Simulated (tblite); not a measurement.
Question: Give a GFN2-xTB geometry of `C=CC[CH+]c1ccccc1`. (Charge +1.)

Answer: 
```xyz
21
C10H11 angstrom
C     -0.8450   -0.0905   -3.2327
C      0.1915   -0.1436   -2.3698
C      0.7554   -1.4478   -1.8119
C     -0.2645   -1.0055   -0.8753
C     -0.0801   -0.2050    0.2948
C      1.1700    0.3334    0.6648
C      1.2974    1.0554    1.8299
C      0.1918    1.2662    2.6493
C     -1.0503    0.7490    2.2975
C     -1.1917    0.0305    1.1310
H     -1.4380   -0.9605   -3.4701
H     -1.1175    0.8279   -3.7278
H      0.7624    0.7495   -2.1537
H      1.7955   -1.3836   -1.5227
H      0.5291   -2.3283   -2.3995
H     -1.2507   -1.4419   -0.9874
H      2.0381    0.1723    0.0445
H      2.2580    1.4590    2.1100
H      0.2996    1.8349    3.5600
H     -1.9036    0.9141    2.9362
H     -2.1563   -0.3687    0.8554
```

Any rigid rotation of these coordinates is as good. Atoms count from 1 in this order. The C–C distances run from 1.350 Å (C1=C2, drawn double) to 1.526 Å (C2–C3, drawn single), a spread of 0.176 Å. C5 (substituted aromatic carbon) is planar (angles 122.9°, 118.6° and 118.5°, sum 360.0°, 0.01 Å off the plane of its three neighbours). C1 (terminal =CH2 carbon) is planar (angles 122.1°, 121.4° and 116.5°, sum 360.0°, 0.00 Å off the plane of its three neighbours). C4 (carbon bonded to 2 C and H) is planar (angles 127.4°, 116.7° and 115.3°, sum 359.4°, 0.06 Å off the plane of its three neighbours).

Bonds between heavy atoms (Å): C1=C2 1.350, C2–C3 1.526, C3–C4 1.454, C4–C5 1.430, C5–C6 1.410, C6–C7 1.377, C7–C8 1.392, C8–C9 1.391, C9–C10 1.377, C5–C10 1.411.

Computed geometry: GFN2-xTB, gas phase.

Point group: C1 (no symmetry element, even within 0.4 Å). Its GFN2-xTB frequencies are all real (lowest 67 cm⁻¹). Torsions: C1–C2–C3–C4 -91°, C2–C3–C4–C5 -93°, C3–C4–C5–C6 3°.

One conformer stands for the species.
